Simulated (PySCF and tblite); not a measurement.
The numbers below are computed, except where a source is named.
C7H10O, numbered as in [O:1]=[CH:2][C@@H:3]1[C@H:4]2[CH2:5][CH2:6][CH2:7][C@@H:8]12.

Free energies: CAM-B3LYP-D3(BJ)/pcSseg-1 (IEF-PCM, dichloromethane) on GFN2-xTB structures plus GFN2-xTB thermal terms, symmetry and mirror images included. Conformers within 3 kcal/mol (GFN2-xTB free energy) were kept, 7 at most. GIAO shieldings: CAM-B3LYP/pcSseg-1 (IEF-PCM, dichloromethane). Shifts are against TMS (¹H), TMS (¹³C) at the same level. Codes: tblite and PySCF.

Torsions listed: O1–C2–C3–C4. The 5-ring runs over atoms 4–5–6–7–8.

```
conformer                                                        shape  symmetry  E(GFN2) kcal/mol  E(DFT) kcal/mol
        1    5-ring envelope (ring torsions 26, -26, 16, 0, -16°); 33°        Cs              0.13             0.00
        2  5-ring envelope (ring torsions 26, -26, 16, 0, -16°); -147°        Cs              0.00             0.23
        3    5-ring envelope (ring torsions -25, 25, -15, 0, 15°); 33°        Cs              2.11             3.19
        4  5-ring envelope (ring torsions -25, 25, -15, 0, 16°); -146°        Cs              2.03             3.59
```

How much do the weights at 298.15 K and the averaged shift of H2 depend on how the conformers are weighted?


```
                                                              weighting  1 (%)  2 (%)  3 (%)  4 (%)  δ (ppm)  rms dipole (D)
DFT energy with thermal terms, symmetry and mirror images (full scheme)     62     37      0      0     9.78            4.22
                             DFT energy with symmetry and mirror images     59     40      0      0     9.74            4.24
                                                        bare DFT energy     59     40      0      0     9.74            4.24
                        GFN2-xTB energy with symmetry and mirror images     43     54      2      2     9.52            4.35
                                                   GFN2-xTB free energy     45     50      2      2     9.56            4.33
                                                leading conformer alone    100      0      0      0    10.32            3.92
                                                          equal weights     25     25     25     25     9.56            4.27
                         full scheme, search stopped after three starts      0      0     69     31     9.83            4.08
```

The largest departure from the full scheme, 0.55 ppm, comes with: leading conformer alone.
